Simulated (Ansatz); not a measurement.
Two structures of AlH2Cl3, singlet, reached by relaxing down either side of one saddle point (PBE0-D4/def2-TZVP). Energies are electronic, without zero-point energy. Computed with Ansatz 0.2.0 (basis: def2-TZVPP and def2-QZVPP); correlated methods freeze the cores. Extrapolation: Hartree–Fock as exp(−7.88 √X), correlation as X^−2.97. First:

```csv
atom,x (Å),y (Å),z (Å)
Al1,0.1506,0.5887,-0.4819
H2,1.4668,-0.2201,-0.7658
Cl3,-1.4440,0.4942,-1.8430
Cl4,0.2023,2.2505,0.7986
H5,0.3260,-1.9333,1.0632
Cl6,-0.7019,-1.1800,1.2290
```

Second:

```xyz
6
angstrom
Al -0.5582 0.3547 0.1134
H 1.4110 -0.5552 -0.5083
Cl -1.2067 0.2823 -1.8581
Cl 0.4500 2.0393 0.7905
H 1.1680 -1.0789 -0.0189
Cl -1.2640 -1.0423 1.4813
```

(1) Which bonds change from the first to the second?

(2) Give the saddle point's structure and its height above each. (Judge from chemistry; the value comes from the calculation.)

No T1 diagnostic of these runs exceeds 0.009. The start structure is not quite a true minimum (one mode of 79i cm⁻¹).

## Answers

(1) AlHCl₂ ([Cl][AlH][Cl]) + HCl → AlCl₃ ([Cl][Al]([Cl])[Cl]) + H₂; bonds formed: H2–H5; dative contacts that become bonds: Al1–Cl6; bonds broken: Al1–H2, H5–Cl6.

(2) Computed: 0.357 eV above the first and 1.556 eV above the second (CCSD(T) at an estimated basis limit (MP2 extrapolated from triple and quadruple zeta, plus CCSD(T) − MP2 in triple zeta)).
```
6
angstrom
Al -0.0329 0.4611 -0.2852
H 1.2333 -0.5755 -0.3900
Cl -1.3595 0.4244 -1.8895
Cl 0.3168 2.2048 0.7970
H 0.5162 -1.2467 0.5038
Cl -0.6740 -1.2680 1.2639
```

Labels in which every atom is bracketed show which atoms are joined, not bond orders.

For scale, one of the runs: CCSD(T)/def2-TZVPP, 196 basis functions (an equivalent command: `ansatz run in.yaml --threads 4`). The run took 59 s on 4 CPU threads (shared host), with 2 GiB of host memory at its peak.
